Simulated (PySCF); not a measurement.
## `CC[C@H]1CCOB(O)O1`: 4 charge schemes on one density

Compound: C₅H₁₁BO₃.
Geometry (PBE0-D3(BJ)/def2-SVP, Å), atoms numbered from 1 in this order:
```
atom  x, y, z in Å
C1    -2.480   -0.897   -1.662
C2    -1.742   -0.462   -0.408
C3    -0.308   -0.039   -0.673
C4     0.431    0.403    0.580
C5     1.887    0.680    0.263
O6     2.490   -0.421   -0.378
B7     1.721   -1.271   -1.129
O8     2.315   -2.325   -1.747
O9     0.376   -1.117   -1.286
H10   -3.505   -1.224   -1.430
H11   -2.549   -0.073   -2.391
H12   -1.953   -1.730   -2.149
H13   -2.264    0.382    0.075
H14   -1.724   -1.285    0.327
H15   -0.321    0.807   -1.392
H16   -0.043    1.301    1.006
H17    0.362   -0.397    1.338
H18    2.457    0.892    1.181
H19    1.973    1.572   -0.385
H20    3.260   -2.332   -1.566
```

Density: PBE0/pcSseg-1 (PySCF); schemes: Mulliken, IAO, Hirshfeld and ESP-fitted. Isolated species at its PBE0-D3(BJ)/def2-SVP geometry (one conformer only).

What partial charge does each atom carry?

In e:

| atom | environment | Mulliken | IAO | Hirshfeld | ESP-fitted |
| --- | --- | --- | --- | --- | --- |
| C1 | methyl carbon | -0.267 | -0.411 | -0.117 | -0.308 |
| C2 | chain CH2 carbon | -0.220 | -0.248 | -0.070 | -0.025 |
| C3 | sp3 carbon bound to oxygen | +0.005 | +0.103 | +0.053 | +0.426 |
| C4 | ring CH2 carbon | -0.273 | -0.290 | -0.080 | -0.450 |
| C5 | sp3 carbon bound to oxygen | +0.117 | -0.043 | +0.010 | +0.395 |
| O6 | boron-bound oxygen | -0.535 | -0.447 | -0.202 | -0.635 |
| B7 | three-coordinate boron | +0.640 | +0.598 | +0.276 | +0.878 |
| O8 | boron-bound oxygen | -0.402 | -0.558 | -0.272 | -0.724 |
| O9 | boron-bound oxygen | -0.500 | -0.428 | -0.178 | -0.516 |
| H10 | methyl hydrogen | +0.117 | +0.138 | +0.041 | +0.093 |
| H11 | methyl hydrogen | +0.106 | +0.131 | +0.037 | +0.067 |
| H12 | methyl hydrogen | +0.140 | +0.153 | +0.039 | +0.093 |
| H13 | methylene hydrogen | +0.114 | +0.128 | +0.039 | +0.022 |
| H14 | methylene hydrogen | +0.117 | +0.132 | +0.037 | +0.034 |
| H15 | methine hydrogen | +0.108 | +0.116 | +0.033 | 0.000 |
| H16 | methylene hydrogen | +0.131 | +0.146 | +0.051 | +0.089 |
| H17 | methylene hydrogen | +0.128 | +0.136 | +0.041 | +0.122 |
| H18 | methylene hydrogen | +0.123 | +0.147 | +0.047 | +0.021 |
| H19 | methylene hydrogen | +0.108 | +0.127 | +0.039 | -0.016 |
| H20 | hydroxyl hydrogen | +0.244 | +0.369 | +0.177 | +0.435 |

Mean size of the charges over all atoms: ESP-fitted 0.267 e, IAO 0.242 e, Mulliken 0.220 e, Hirshfeld 0.092 e. Each set sums to the total charge, 0, to within 0.001 e. The Mulliken scheme gives each basis function's population to the atom it is centred on and halves the overlap population of two atoms between them. The ESP scheme fits charges at the nuclei, held to the total charge, to the electrostatic potential on points at 1.4 to 2.0 times the van der Waals radii.

Lowest charge. The schemes don't all agree: Mulliken O6 (-0.535); IAO O8 (-0.558); Hirshfeld O8 (-0.272); ESP-fitted O8 (-0.724).

Highest charge. All schemes agree: Mulliken B7 (+0.640); IAO B7 (+0.598); Hirshfeld B7 (+0.276); ESP-fitted B7 (+0.878).

How closely do the schemes follow one another over all atoms?

Correlation coefficient and root-mean-square difference: IAO with Hirshfeld 0.98, 0.174 e; Mulliken with IAO 0.97, 0.076 e; Mulliken with Hirshfeld 0.96, 0.162 e; Hirshfeld with ESP-fitted 0.93, 0.266 e; Mulliken with ESP-fitted 0.91, 0.172 e; IAO with ESP-fitted 0.89, 0.176 e.

Sum the charges by element, for elements with more than one atom.

| element | atoms | Mulliken | IAO | Hirshfeld | ESP-fitted |
| --- | --- | --- | --- | --- | --- |
| C | 5 | -0.638 | -0.889 | -0.203 | +0.037 |
| O | 3 | -1.436 | -1.432 | -0.652 | -1.875 |
| H | 11 | +1.434 | +1.723 | +0.579 | +0.960 |

How many electrons does the IAO scheme count on O8?

Z − q = 8 − (-0.558) = 8.558.

The run behind these numbers computed NMR shieldings as well. Time: 80 s; peak memory 0.91 GiB. Hardware: Intel Xeon at 2.70 GHz, one thread, shared host with 64 logical CPUs at a one-minute load of 62.
